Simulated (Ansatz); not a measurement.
Ansatz (a program for electronic structure) input:
A basis named .json is the Basis Set Exchange file of that set.

Ansatz 0.2 input:
```yaml
crystal:
  periodic: [false, false, false]
  atoms:
    - {symbol: C, position_ang: [-2.15890868, -0.40122079, 0.06529227]}
    - {symbol: Si, position_ang: [-0.47210777, -0.07011249, 0.01003441]}
    - {symbol: Cl, position_ang: [0.55773229, -1.21528958, -1.44085880]}
    - {symbol: Cl, position_ang: [0.40327315, 1.87084237, -0.44457539]}
    - {symbol: Cl, position_ang: [0.51000232, -0.42280846, 1.85072926]}
    - {symbol: H, position_ang: [-2.73504207, -0.06875326, 0.92239537]}
    - {symbol: H, position_ang: [-2.70912891, -0.49900068, -0.86464690]}
basis:
  gaussian:
    orbitals: aug-cc-pV_Q+d_Z.json
    fitting: {mean_field: def2-universal-jkfit, correlation: aug-cc-pVQZ-RIFIT.json}
total_charge: -1
magnetization: {spin_polarized: false}
correlation: {method: mp2, electrons: outside_noble_gas}
```

**Question.** Which total energy does the run end on?

**Answer.** -1707.69697 Eh (RI-MP2/aug-cc-pV(Q+d)Z). The basis has 528 functions. The run takes around 50 core-seconds (rough).

It need not be the lowest isomer of its formula. Whether it binds its extra electron was not tested at this geometry.
